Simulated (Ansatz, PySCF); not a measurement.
The pair A = CH4 (SMILES C) (first 5 atoms), B = H2 (SMILES [H][H]); geometry from B3LYP-D3(BJ)/def2-TZVP.
(charge 0, multiplicity 1):
```xyz
7

C     -0.0199     0.0148    -0.1340
H     -0.0440     0.0299    -1.2229
H     -1.0370    -0.0517     0.2502
H      0.5537    -0.8472     0.2041
H      0.4477     0.9285     0.2309
H      0.0577    -0.0424     3.7077
H      0.0417    -0.0317     2.9640
```

Correlated levels freeze the cores. Rows in 6-31G* carry no dispersion term and start afresh at each structure (6-31G* with six Cartesian d functions). MP2/6-31G* freezes PySCF's default core.

Codes used: Ansatz (an electronic-structure program); PySCF for 6-31G* rows. Values without a source in brackets are computed.

Total energies (hartree), monomers frozen at their geometry in the pair:

| structure | MP2/6-31G* | MP2/aug-cc-pVTZ | CCSD(T)/aug-cc-pVDZ |
|---|---|---|---|
| AB | -41.4767377 | -41.5799213 | -41.5608757 |
| A in the pair's basis | -40.3326596 | -40.4145104 | -40.3957005 |
| B in the pair's basis | -1.1441550 | -1.1650271 | -1.1648450 |
| A | -40.3325507 | -40.4144344 | -40.3953643 |
| B | -1.1441120 | -1.1649934 | -1.1646908 |

**Question.** Work out the interaction energy without and with the counterpoise correction, and the superposition error, for each level.

**Answer.** 
E(AB) − E(A) − E(B), times 627.509 kcal/mol, with the monomers in their own basis and then in the pair's basis:
- MP2/6-31G*: -0.05 uncorrected, 0.05 corrected; the monomers gain 0.10 kcal/mol from borrowed functions
- MP2/aug-cc-pVTZ: -0.31 uncorrected, -0.24 corrected; the monomers gain 0.07 kcal/mol from borrowed functions
- CCSD(T)/aug-cc-pVDZ: -0.51 uncorrected, -0.21 corrected; the monomers gain 0.31 kcal/mol from borrowed functions
